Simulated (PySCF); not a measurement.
Static response to an electric field

Compound: C₆H₅NO₂.
Structure used (PBE0-D3(BJ)/def2-SVP), in Å, numbered top down from 1:
```
atom  x, y, z in Å
N1    -2.3606    1.7536    1.6860
C2    -1.9371    0.9125    1.0081
C3    -1.3798   -0.0961    0.1832
C4    -1.7982   -1.2932   -0.2746
C5    -0.5166   -1.5878   -1.0100
C6    -0.0650   -0.1694   -0.5648
O7     1.0852   -0.1475    0.2574
C8     2.0597    0.7201   -0.0480
O9     2.0599    1.4843   -0.9658
H10   -2.7409   -1.8349   -0.1752
H11    0.0982   -2.3823   -0.5599
H12   -0.5897   -1.7589   -2.0961
H13    0.0485    0.5626   -1.3777
H14    2.8754    0.6125    0.6953
```

Level: PBE0/def2-SVPD (PySCF), static field, nuclei fixed, core orbitals frozen in the response. The polarisability tensor in these axes (au):

```
x   82.95  2.71 -7.92
y    2.71 88.04 15.16
z   -7.92 15.16 71.49
```

Task: Diagonalise the tensor; give its mean and Δα, where Δα² is half the sum of the squared differences of the eigenvalues.

Result: Principal values 59.61, 85.60 and 97.27 au; mean 80.83 au = 11.98 Å³ = 13.33 × 10⁻⁴⁰ C²·m²/J; Δα = 33.40 au (41 % of the mean).

Task: What is the dipole moment, and where does it point?

Result: (0.53, -4.55, -1.62) D, 4.86 D in size, pointing from the negative to the positive side. Measured along this direction, the outermost atoms are N1 at the negative end and H11 at the positive end.

Task: Traceless (Buckingham) quadrupole moment about the centre of nuclear charge: eigenvalues?

Result: -15.00, -0.62, 15.62 D·Å. The values depend on the origin, since the dipole doesn't vanish. The electronic extent ⟨r²⟩ about the same centre is 1229 bohr², a root-mean-square distance of 2.32 Å for the 64 electrons.

Task: What depolarisation ratio follows for Rayleigh scattering of linearly polarised light, taking the static tensor?

Result: ρ = 3Δα²/(45ᾱ² + 4Δα²) = 3346.1/(293997 + 4461.4) = 0.0112.

Task: Give the principal axes and the span of the nuclei along them.

Result: Largest value along (-0.14, 0.84, 0.53), where the nuclei span 5.19 Å; middle along (0.93, 0.29, -0.21), 5.76 Å; least along (0.33, -0.47, 0.82), 2.61 Å. The strongest response doesn't lie along the longest of the three spans.

Task: Find the Langevin capture rate constant for O2+ (31.990 u) meeting this molecule (123.032 u), k = 2.342 × 10⁻⁹ cm³/s × √(α in Å³ / reduced mass in u).

Result: The reduced mass is 25.39 u, so k = 1.61 × 10⁻⁹ cm³/s. The formula leaves out the permanent dipole, which adds to the capture rate.

Isolated species at its PBE0-D3(BJ)/def2-SVP geometry (one conformer only).

These values come from a run that also computed excited states. Time: 69 s wall. Hardware: one thread, Arm Neoverse V1, no GPU (shared host).
